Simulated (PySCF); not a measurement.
OZr (SMILES [O]=[Zr]), singlet, at a GFN2-xTB geometry (such geometries of metal compounds can be far from the true shape) (core potentials on Zr); PySCF with DF-SVWN5/LANL2DZ.

The PySCF input:
```python
from pyscf import gto, scf, dft

mol = gto.M(
    atom='''
Zr   -0.00000000   -0.00000000   -0.29196683
O     0.00000000    0.00000000    1.45983413
''',
    basis='lanl2dz',
    ecp={'Zr': 'lanl2dz'},
    verbose=5,
)

mf = dft.RKS(mol)
mf.xc = 'lda,vwn'
mf = mf.density_fit(auxbasis='def2-universal-jkfit')
mf.kernel()
```

What the program printed (banner, timings and long lists left out):

```
PySCF version 2.14.0

[INPUT] verbose = 5
[INPUT] max_memory = 4000
[INPUT] num. atoms = 2
[INPUT] num. electrons = 20
[INPUT] charge = 0
[INPUT] spin (= nelec alpha-beta = 2S) = 0
[INPUT] symmetry False subgroup None
[INPUT] Mole.unit = angstrom
[INPUT] Symbol           X                Y                Z      unit          X                Y                Z       unit  Magmom
[...]
[INPUT] ---------------- BASIS SET ----------------
[INPUT] l, kappa, [nprim/nctr], expnt,             c_1 c_2 ...
[INPUT] Zr
[...]
                                1.154             1.0929033 -0.9810826
                                0.391             0.6795621 -1.0225151
                                0.1001               0 1.0860038
[...]
                                0.8764            0.6783675
                                0.3263            0.4246618
[...]
                                0.0724            1.0777185
[...]
                                0.7855            0.4734158
                                0.2615            0.6117178
[...]
[INPUT] O
[...]
                                1176              0.008968
                                273.2             0.042868
                                81.17             0.14393
                                27.18             0.35563
                                9.532             0.461248
                                3.414             0.140206
[...]
                                0.9398            1.056914
[...]
                                7.904             0.1242
                                2.305             0.394714
                                0.7171            0.627376
[...]
nuclear repulsion = 28.9993060902992
number of shells = 12
number of NR pGTOs = 68
number of NR cGTOs = 31
basis = lanl2dz
ecp = {'Zr': 'lanl2dz'}

******** <class 'pyscf.df.df_jk.DFRKS'> ********
method = DFRKS
initial guess = minao
damping factor = 0
level_shift factor = 0
DIIS = <class 'pyscf.scf.diis.CDIIS'>
diis_start_cycle = 1
diis_space = 8
diis_damp = 0
SCF conv_tol = 1e-09
SCF conv_tol_grad = None
SCF max_cycles = 50
direct_scf = False
XC library pyscf.dft.libxc version 7.1.2
    S. Lehtola, C. Steigemann, M. J. T. Oliveira, and M. A. L. Marques,  SoftwareX 7, 1–5 (2018)
XC functionals = lda,vwn
    P. A. M. Dirac,  Math. Proc. Cambridge Philos. Soc. 26, 376 (1930)
    F. Bloch,  Z. Phys. 57, 545 (1929)
    S. H. Vosko, L. Wilk, and M. Nusair,  Can. J. Phys. 58, 1200 (1980)
radial grids:
    Treutler-Ahlrichs [JCP 102, 346 (1995); DOI:10.1063/1.469408] (M4) radial grids

becke partition: Becke, JCP 88, 2547 (1988); DOI:10.1063/1.454033
pruning grids: <function nwchem_prune>
grids dens level: 3
symmetrized grids: False
atomic radii adjust function: <function treutler_atomic_radii_adjust>
small_rho_cutoff = 0
Set gradient conv threshold to 3.16228e-05
Initial guess from minao.
atom Zr rad-grids = 95, ang-grids = [ 50  50  50  50  50  50  50  50  50  50  50  50  50  50  50  50  50  50
  50  50  50  50  50  50  50  50  50  50  86  86  86  86  86  86  86  86
  86  86  86  86  86  86  86  86 350 350 350 350 350 350 350 350 350 350
 350 434 434 434 434 434 434 434 434 434 434 434 434 434 434 434 434 434
 434 434 434 434 350 350 350 350 350 350 350 350 350 350 350 350 350 350
 350 350 350 350 350]
atom O rad-grids = 75, ang-grids = [ 50  50  50  50  50  50  50  50  50  50  50  50  50  50  50  50  50  50
  50  50  50  50  50  86  86  86  86  86  86  86  86  86 266 266 266 266
 266 266 266 302 302 302 302 302 302 302 302 302 302 302 302 302 302 302
 302 302 302 302 302 266 266 266 266 266 266 266 266 266 266 266 266 266
 266 266 266]
tot_boxes 972, boxes in each direction [ 7  7 10]
Padding 0 grids
tot grids = 36472
nelec by numeric integration = 19.997812523264535
num shells = 74, num cGTOs = 332
E1 = -243.85632584698777  E2 = 93.09427310590233  Ecoul = 107.36497217097667  Exc = -14.27069906507434
init E= -121.762746650786
cond(S) = 70.88450622511112
[...]
  mo_energy =
[-1.87779261e+01 -1.36664734e+00 -9.42895350e-01 -6.50777401e-01
 -6.50777401e-01 -6.45300407e-01 -3.65819914e-01 -3.65819914e-01
 -2.99085520e-01 -3.56199959e-02  1.42795861e-02  1.42795861e-02
  1.92538051e-02  8.41014878e-02  8.41014938e-02  1.14355021e-01
  1.14355021e-01  1.17018321e-01  1.53006002e-01  1.53006002e-01
  1.87925216e-01  3.85441967e-01  3.85441967e-01  4.03077919e-01
  4.03077932e-01  4.36705965e-01  5.82043448e-01  6.82952707e-01
  6.82952707e-01  1.16113450e+00  2.38136532e+00]
nelec by numeric integration = 19.999998859517653
E1 = -239.56741101553365  E2 = 90.45847753192618  Ecoul = 104.29542694620437  Exc = -13.836949414278202
cycle= 1 E= -120.109627393308  delta_E= 1.65  |g|= 1.74  |ddm|=  3.1
[...]
  mo_energy =
[-17.44416975  -2.47409136  -1.67968129  -1.67968129  -1.65661947
  -0.55359195  -0.51164054  -0.51164052  -0.49324761  -0.49324761
  -0.35506743  -0.24011172  -0.16536121  -0.16536121  -0.02349037
   0.02239079   0.02239079   0.03283796   0.03283796   0.0405065
   0.06172597   0.06172597   0.18524336   0.25029106   0.27563106
   0.27563106   0.80699896   1.15117716   1.15117716   1.55974568
   2.32644318]
nelec by numeric integration = 20.000000188652937
E1 = -229.3099662598062  E2 = 93.72891950854843  Ecoul = 107.85105301454328  Exc = -14.122133505994855
cycle= 2 E= -106.581740660959  delta_E= 13.5  |g|= 4.53  |ddm|= 5.63
[...]
  mo_energy =
[-1.87295675e+01 -1.92633750e+00 -1.22112732e+00 -1.15291607e+00
 -1.15291607e+00 -8.61298796e-01 -3.87900192e-01 -3.87900192e-01
 -3.73457017e-01 -1.54536553e-01 -1.24393666e-01 -1.24393647e-01
 -8.53793143e-02 -8.53793143e-02 -5.32931785e-02 -3.45636642e-02
 -3.45636642e-02  1.39822501e-02  7.62186812e-02  7.62186812e-02
  1.28974048e-01  1.57637911e-01  1.57637911e-01  1.63634709e-01
  1.63634733e-01  1.93666945e-01  4.70203245e-01  6.62617476e-01
  6.62617476e-01  1.13857169e+00  2.22383377e+00]
nelec by numeric integration = 19.999999355587235
[...]
[-18.63910969  -1.97752607  -1.23708043  -1.22032312  -1.2090142
  -0.80089938  -0.32830613  -0.32464525  -0.31803322  -0.17776025
  -0.1711121   -0.16702371  -0.11545792  -0.10856363  -0.0743998
  -0.0382738   -0.03282783   0.02333581   0.06944929   0.07375254
   0.13501444   0.14293805   0.14397024   0.14707617   0.15204943
   0.18360256   0.50634838   0.71510807   0.71816631   1.19017861
   2.23863309]
nelec by numeric integration = 19.999999592009054
E1 = -239.24237419706438  E2 = 89.14609125844734  Ecoul = 102.86174077590812  Exc = -13.715649517460772
cycle= 42 E= -121.096976848318  delta_E= -0.09  |g|= 0.106  |ddm|= 1.38
[...]
  mo_energy =
[-18.61520156  -1.93464841  -1.20381509  -1.17367259  -1.16782952
  -0.77662618  -0.30415616  -0.30209207  -0.29536269  -0.15921164
  -0.1397127   -0.13620436  -0.09354996  -0.08958449  -0.06140218
  -0.02335383  -0.02001318   0.03234768   0.07918904   0.08241993
   0.14826512   0.15403338   0.15983272   0.16183259   0.16313773
   0.1965198    0.52558856   0.73253872   0.73437102   1.20602137
   2.25687392]
nelec by numeric integration = 19.999999582012812
E1 = -237.68670390457063  E2 = 87.57393116401892  Ecoul = 101.09555979468786  Exc = -13.52162863066895
cycle= 43 E= -121.113466650253  delta_E= -0.0165  |g|= 0.106  |ddm|= 1.12
[...]
  mo_energy =
[-18.63419086  -1.96887708  -1.230588    -1.20709999  -1.20434189
  -0.79641634  -0.32273422  -0.32158093  -0.31372806  -0.17078828
  -0.16447067  -0.16258795  -0.10856003  -0.10647451  -0.07199176
  -0.03385841  -0.03191228   0.02468906   0.07251417   0.07406372
   0.13758082   0.14550542   0.14740919   0.15082307   0.15259056
   0.18578114   0.50981627   0.71906485   0.7201172    1.19299539
   2.24212861]
nelec by numeric integration = 19.99999959084887
E1 = -238.0527538308109  E2 = 87.93588991943653  Ecoul = 101.49520503551143  Exc = -13.559315116074899
cycle= 44 E= -121.117557821075  delta_E= -0.00409  |g|= 0.0486  |ddm|= 0.259
[...]
  mo_energy =
[-18.64095122  -1.98097638  -1.23947596  -1.21871441  -1.2179531
  -0.80262483  -0.32825986  -0.32795398  -0.31964996  -0.17548838
  -0.17375694  -0.17267923  -0.11414274  -0.11360269  -0.07595972
  -0.03705252  -0.03649972   0.02246784   0.07057852   0.07097129
   0.13421531   0.14142733   0.1423298    0.14799951   0.14853799
   0.18204545   0.50496085   0.71536197   0.71563046   1.18899703
   2.23721473]
nelec by numeric integration = 19.999999593747326
E1 = -238.0725189343836  E2 = 87.95412396055687  Ecoul = 101.51397660371315  Exc = -13.559852643156272
cycle= 45 E= -121.119088883528  delta_E= -0.00153  |g|= 0.0308  |ddm|= 0.306
[...]
  mo_energy =
[-18.64420715  -1.98619371  -1.24331411  -1.22481832  -1.22270083
  -0.80559076  -0.33128702  -0.33057508  -0.32241346  -0.17854092
  -0.17694127  -0.17665397  -0.11722309  -0.11599464  -0.07759748
  -0.03891905  -0.03800757   0.02147617   0.06938633   0.070085
   0.13274634   0.13965614   0.1402225    0.1463933    0.1471964
   0.18046117   0.50268377   0.71321788   0.71378768   1.18707882
   2.23500318]
nelec by numeric integration = 19.99999957340945
E1 = -240.1290656285978  E2 = 90.05703132229753  Ecoul = 103.88804048623349  Exc = -13.831009163935956
cycle= 46 E= -121.072728216001  delta_E= 0.0464  |g|= 0.187  |ddm|= 1.81
[...]
  mo_energy =
[-18.64523792  -1.98738899  -1.24423596  -1.22590296  -1.22407464
  -0.80639208  -0.3319923   -0.33136719  -0.32315636  -0.17916401
  -0.17792657  -0.17733787  -0.11782285  -0.11668279  -0.07800119
  -0.0393198   -0.03839617   0.0212219    0.06913586   0.06985208
   0.13238803   0.13932859   0.1397098    0.14603886   0.14685653
   0.18008757   0.50208662   0.71269827   0.71322327   1.18655885
   2.23445672]
nelec by numeric integration = 19.999999568396337
E1 = -240.56518828247556  E2 = 90.50790366583006  Ecoul = 104.3937682351017  Exc = -13.885864569271652
cycle= 47 E= -121.057978526346  delta_E= 0.0147  |g|= 0.226  |ddm|= 0.264

WARN: HOMO -0.179710248843658 == LUMO -0.178816398060078

  mo_energy =
[-18.64601257  -1.98842214  -1.24502384  -1.22686964  -1.2252205
  -0.80702785  -0.33255958  -0.33198811  -0.32374788  -0.17971025
  -0.1788164   -0.17784787  -0.11832807  -0.11728834  -0.07834129
  -0.03962937  -0.03879508   0.02101991   0.0689579    0.0696371
   0.13209859   0.13899582   0.13921036   0.14577372   0.1464988
   0.17973675   0.50160258   0.71229347   0.71277906   1.18615241
   2.23400156]
nelec by numeric integration = 19.99999956522433
E1 = -240.841816604451  E2 = 90.79489765006721  Ecoul = 104.7150730818837  Exc = -13.920175431816482
cycle= 48 E= -121.047612864085  delta_E= 0.0104  |g|= 0.25  |ddm|= 0.18
[...]
  mo_energy =
[-18.65367508  -1.99590679  -1.2507654   -1.23506722  -1.23239238
  -0.81281772  -0.33815302  -0.33709131  -0.32903883  -0.18590363
  -0.18442597  -0.1810914   -0.12302236  -0.12120217  -0.08054197
  -0.04299544  -0.04129503   0.01955952   0.06710936   0.06840407
   0.12987539   0.13521315   0.13584741   0.14321322   0.14468052
   0.17688659   0.49744449   0.70802437   0.70892978   1.18234012
   2.23043334]
nelec by numeric integration = 19.99999957935585
E1 = -241.55087303530152  E2 = 91.5312778259989  Ecoul = 105.53805607451584  Exc = -14.006778248516932
cycle= 49 E= -121.020289119003  delta_E= 0.0273  |g|= 0.303  |ddm|= 2.29
[...]
  mo_energy =
[-18.65423921  -1.99695184  -1.25155993  -1.23615984  -1.23339984
  -0.81333252  -0.33864823  -0.33756096  -0.32951592  -0.18657565
  -0.18518957  -0.18152009  -0.12357315  -0.12174814  -0.08088196
  -0.04333497  -0.0416471    0.01937068   0.06691847   0.06820059
   0.12959991   0.13460651   0.1355446    0.142896     0.14438219
   0.17651654   0.49704287   0.707693     0.7085992    1.18203373
   2.23003693]
nelec by numeric integration = 19.999999579473254
E1 = -241.60523511272913  E2 = 91.5884947390548  Ecoul = 105.60202067600346  Exc = -14.013525936948662
cycle= 50 E= -121.017434283375  delta_E= 0.00285  |g|= 0.309  |ddm|= 0.0562
SCF not converged.
SCF energy = -121.017434283375
```

The run did not converge; its last values are not results.
